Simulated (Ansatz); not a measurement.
`BrBBr` and `FB(Br)Br` differ in one atom or group.

Ansatz, PBE0-D4/def2-TZVP geometries, multiplicity 1. 

Outer-core shells of Br are correlated without core-valence functions. Scalar relativity is left out up to krypton. Spin–orbit coupling is left out.

```json
{"property": "size of the dipole moment (PBE/def2-TZVPP) / D", "`BrBBr`": "0.22"}
{"property": "zero-point energy (PBE0-D4/def2-TZVP) / kJ/mol", "`BrBBr`": "36.3"}
{"property": "LUMO energy (B3LYP/def2-TZVPP) / eV", "`BrBBr`": "-2.20"}
{"property": "vertical ionisation energy (CCSD(T)/def2-TZVPP) / eV", "`BrBBr`": "10.98"}
{"property": "LUMO energy (PBE/def2-TZVPP) / eV", "`BrBBr`": "-2.93"}
{"property": "HOMO–LUMO gap (B3LYP/def2-TZVPP) / eV", "`BrBBr`": "6.06"}
```

(1) What does the change do to each property? (Best estimate.)

Answers

(1) Computed: 
| property | `FB(Br)Br` | shift |
| --- | --- | --- |
| size of the dipole moment (PBE/def2-TZVPP) / D | 0.29 | 0.07 |
| zero-point energy (PBE0-D4/def2-TZVP) / kJ/mol | 21.4 | -14.9 |
| LUMO energy (B3LYP/def2-TZVPP) / eV | -1.53 | 0.67 |
| vertical ionisation energy (CCSD(T)/def2-TZVPP) / eV | 11.13 | 0.15 |
| LUMO energy (PBE/def2-TZVPP) / eV | -2.27 | 0.66 |
| HOMO–LUMO gap (B3LYP/def2-TZVPP) / eV | 6.82 | 0.76 |

With PBE0 the HOMO falls by 0.09 eV and the LUMO rises by 0.69 eV, so the gap widens by about 0.78 eV. PBE moves the HOMO by -0.05 eV and ωB97M-V by -0.09 eV. Dipoles are sizes alone; their direction can turn.

B3LYP here is the variant with VWN-RPA as its local correlation; programs differ in this.
